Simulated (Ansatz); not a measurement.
GeEt3(NMeEt) (C9H23GeN), 34 atoms. Hardware: 6 threads of Arm Neoverse V2 on a shared host.

Correlated methods freeze 19 core orbitals; core or outer-core shells of Ge are correlated, in sets that lack core-valence functions.

(1) How many basis functions does each of these Ansatz runs have, and roughly what does it cost? PBE0-D4/def2-SVP, charge 0 triplet at the geometry of the charge 0 singlet, energy; PBE-D4/def2-TZVP, charge 0 singlet, energy and forces, from earlier orbitals; MP2/def2-SVP, charge 0 singlet, energy, from earlier orbitals; BHLYP-D4/def2-SVP, charge -1 doublet at the geometry of the charge 0 singlet, energy, from earlier orbitals; PBE-D4/def2-SVP, charge 1 doublet at the geometry of the charge 0 singlet, energy, from earlier orbitals; PBE0-D4/def2-SVP, charge 0 singlet, energy, from earlier orbitals; HF/STO-3G, charge 0 singlet, energy; BHLYP-D4/def2-TZVP, charge 0 singlet, energy, from earlier orbitals; r2SCAN-D4/def2-SVP, charge 0 triplet at the geometry of the charge 0 singlet, energy, from earlier orbitals; r2SCAN-D4/def2-TZVP, charge 0 singlet, energy, from earlier orbitals; BHLYP-D4/def2-SVP, charge 1 doublet at the geometry of the charge 0 singlet, energy, from earlier orbitals; PBE-D4/def2-SVP, charge 0 singlet, relaxation, 16 steps.

Results:

(1) Other jobs shared the machine, so times can vary by a factor of up to 3. A dash marks memory too small to be measured apart from the calling script's.

```
                                                                                                        run  functions  fitting or Cholesky vectors  wall time  peak host memory (GiB)
                                                                        HF/STO-3G, charge 0 singlet, energy         91                         1229      0.7 s                       –
                                          PBE0-D4/def2-SVP, charge 0 singlet, energy, from earlier orbitals        287                         3318      9.5 s                       2
   PBE-D4/def2-SVP, charge 1 doublet at the geometry of the charge 0 singlet, energy, from earlier orbitals        287                         3279      9.5 s                       –
                                              MP2/def2-SVP, charge 0 singlet, energy, from earlier orbitals        287                         2989       11 s                     1.2
                               PBE-D4/def2-TZVP, charge 0 singlet, energy and forces, from earlier orbitals        496                         3145       12 s                     1.5
 BHLYP-D4/def2-SVP, charge 1 doublet at the geometry of the charge 0 singlet, energy, from earlier orbitals        287                         2989       17 s                     1.8
                                       r2SCAN-D4/def2-TZVP, charge 0 singlet, energy, from earlier orbitals        496                         3145       17 s                     1.6
BHLYP-D4/def2-SVP, charge -1 doublet at the geometry of the charge 0 singlet, energy, from earlier orbitals        287                         2989       20 s                     1.8
                         PBE0-D4/def2-SVP, charge 0 triplet at the geometry of the charge 0 singlet, energy        287                         2989       23 s                     1.9
                                        BHLYP-D4/def2-TZVP, charge 0 singlet, energy, from earlier orbitals        496                         3630       23 s                     3.4
r2SCAN-D4/def2-SVP, charge 0 triplet at the geometry of the charge 0 singlet, energy, from earlier orbitals        287                         3279       24 s                       –
                                                    PBE-D4/def2-SVP, charge 0 singlet, relaxation, 16 steps        287                         3279       61 s                       –
```
